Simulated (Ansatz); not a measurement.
`C[SiH2]SP` + H–F → `C[SiH2]F` + `PS` at 298.15 K and 1 bar (ligand exchange at the Si–S bond).

Gas-phase electronic energies from Ansatz, PBE0-D4/def2-TZVP geometries. CCSD(T)/CBS adds triple-zeta CCSD(T) − MP2 to the extrapolated MP2 energy (def2 sets, frozen cores). This one scheme is used for every species. Each species was taken in one conformer, which may not be the lowest.

```json
{"species": "`C[SiH2]SP`", "CCSD(T)/CBS energy (Eh)": "-1070.09506", "H − E (kJ/mol)": "216.4", "S (J/(mol·K))": "358.0"}
{"species": "H–F", "CCSD(T)/CBS energy (Eh)": "-100.39570", "H − E (kJ/mol)": "33.5", "S (J/(mol·K))": "173.6"}
{"species": "`C[SiH2]F`", "CCSD(T)/CBS energy (Eh)": "-430.00374", "H − E (kJ/mol)": "162.8", "S (J/(mol·K))": "286.2"}
{"species": "`PS`", "CCSD(T)/CBS energy (Eh)": "-740.51379", "H − E (kJ/mol)": "83.7", "S (J/(mol·K))": "266.5"}
```

H − E and S are ideal-gas, rigid-rotor, harmonic terms from PBE0-D4/def2-TZVP, for one conformer and one mirror image of each species. 1 Eh = 2625.50 kJ/mol, R = 8.31446 J/(mol·K).

By hand: ΔE, ΔH, ΔS and ΔG.

ΔE = (-430.00374) + (-740.51379) − (-1070.09506) − (-100.39570) = -0.02677 Eh = -70.3 kJ/mol. Δ(H − E) = 162.8 + 83.7 − 216.4 − 33.5 = -3.4, so ΔH = -73.7 kJ/mol. ΔS = 286.2 + 266.5 − 358.0 − 173.6 = 21.1 J/(mol·K). ΔG = -73.7 − 298.15 × (21.1)/1000 = -80.0 kJ/mol.

By hand: the equilibrium constant, and the temperature at which ΔG would vanish if ΔH and ΔS stayed fixed.

log₁₀ K = −ΔG/(RT ln 10) = 14.0. ΔH and −TΔS have one sign here, so there is no such temperature.

ΔH outweighs TΔS. A doubt of 5 kJ/mol in ΔE shifts log₁₀ K by 0.9 here. Other conformers and mirror images would add mixing entropy, several J/(mol·K) or more a flexible species. These are equilibria of isolated gas molecules and say nothing of rates. Largest T1 diagnostic: 0.012 (customary marks: 0.02 for closed shells, 0.045 for open ones).
